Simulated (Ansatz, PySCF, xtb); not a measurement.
Complex: H2O (SMILES O) (first 3 atoms) with CH6Si (SMILES C[SiH3]); geometry from B3LYP-D3(BJ)/def2-TZVP, rigid monomers moved along the line of their centres of mass till O1···Si5 is 3.05 Å.
(charge 0, multiplicity 1):
| atom | x (Å) | y (Å) | z (Å) |
|---|---|---|---|
| O | 0.1512 | 0.7103 | -0.1305 |
| H | -0.5964 | 1.2429 | 0.1619 |
| H | -0.1945 | -0.1867 | -0.1949 |
| C | 1.2829 | 0.2328 | 2.8403 |
| Si | -0.5225 | -0.2326 | 2.6921 |
| H | 1.4230 | 1.0145 | 3.5892 |
| H | 1.6483 | 0.5999 | 1.8807 |
| H | 1.8840 | -0.6290 | 3.1358 |
| H | -1.0579 | -0.7373 | 3.9809 |
| H | -0.7212 | -1.2977 | 1.6755 |
| H | -1.3476 | 0.9347 | 2.2882 |

Monomers are frozen at their geometry in the pair; levels with a basis set take the counterpoise correction. Rows marked so take none.

Rows in 3-21G, STO-3G carry no dispersion term and start afresh at each structure.

Programs: Ansatz (a first-principles code) with Gaussian orbitals; PySCF for 3-21G rows, STO-3G rows, the dispersion terms; xtb for the GFN methods. Each number belongs to the level named beside it.

Task: One of these levels gives -273.8 meV for the interaction energy. Which one is it?
A. HF/STO-3G (no counterpoise)
B. r2SCAN-D4/def2-TZVPPD
C. HF/3-21G (no counterpoise)
D. GFN1-xTB

Result: D, GFN1-xTB. The others give 82.7 (HF/STO-3G (no counterpoise)), -236.3 (HF/3-21G (no counterpoise)), -61.7 (r2SCAN-D4/def2-TZVPPD)
